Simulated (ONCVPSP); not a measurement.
Before and after: ONCV potential for cobalt

* Element: Co
* Generator: ONCVPSP 4.0.1
* Type: optimised norm-conserving Vanderbilt (ONCV)
* Functional: PBE
* Relativity: scalar-relativistic
* Frozen core: [Ne] 3s2
* Valence charge: 15
* Reference configuration: 3p6 3d7 4s2
* Partial waves: 4s: rc 2.30 bohr, ncon 4, nbas 7, qcut 2.6 1/bohr, 3 projectors, debl 3.1 Ha; 3p: rc 1.00 bohr, ncon 4, nbas 8, qcut 14.7 1/bohr, 1 projector; 3d: rc 1.40 bohr, ncon 4, nbas 8, qcut 13 1/bohr, 2 projectors, debl 2.9 Ha; f scattering state at 0.09 Ha: rc 1.75 bohr, ncon 4, nbas 8, qcut 6.1 1/bohr, 1 projector
* Local potential: polynomial inside 0.85 bohr (lpopt 5, dvloc0 0 Ha)
* Core correction: Teter function fitted to the true core (icmod 2), fcfact 0.35

Change: local potential polynomial inside 0.85 bohr (lpopt 5, dvloc0 5.5 Ha).

Cutoffs: the cutoffs (Ha) at which the residual kinetic energy of the hardest occupied pseudo-wave falls to 1 and 0.1 mHa per electron; they do not see the model core or the augmentation charge, which bear on the density cutoff. Errors are all-electron minus pseudo energies relative to the spin-unpolarised reference configuration.

Task: How do hardness, ghosts and transferability respond?

Result: The potential gets neither clearly harder nor softer (58 Ha and 74 Ha → 58 Ha and 74 Ha); the lowest positive-energy flag moves from s at 16.7 eV to s at 90.3 eV; the errors of the 4 common tests hardly move; the range in which the s phases agree narrows (upper end at the end of the scan → 3.3); neither file shows a bound ghost.

| quantity | base | changed |
| --- | --- | --- |
| cutoff, loose | 58 Ha | 58 Ha |
| cutoff, tight | 74 Ha | 74 Ha |
| bound ghosts | none | none |
| GHOST(+) flags under 300 eV | s at 16.7 eV, f at 148.9 eV | s at 90.3 eV |
| error for 3p6 3d7 4s1, meV [ΔE 9.03 eV] | -4.2 | -4.2 |
| error for 3p6 3d7 4s0, meV [ΔE 25.82 eV] | -20 | -20 |
| error for 3p6 3d6 4s0, meV [ΔE 61.69 eV] | +68 | +68 |
| error for 3p6 3d8 4s0, meV [ΔE 6.47 eV] | -54 | -54 |
| s: phases at 2.33 bohr within 0.05 rad from the reference energy up to (Ha; the scan ends near 5) | to the end of the scan | 3.3 |
| p: phases at 1.01 bohr within 0.05 rad from the reference energy up to (Ha; the scan ends near 5) | to the end of the scan | 4.7 |
| d: phases at 1.42 bohr within 0.05 rad from the reference energy up to (Ha; the scan ends near 5) | to the end of the scan | to the end of the scan |
| f: phases at 1.78 bohr within 0.05 rad from the reference energy up to (Ha; the scan ends near 5) | 4.9 | to the end of the scan |
| rms error of d²Exc/dni dnj with the model core, mHa | 1.68 | 1.68 |
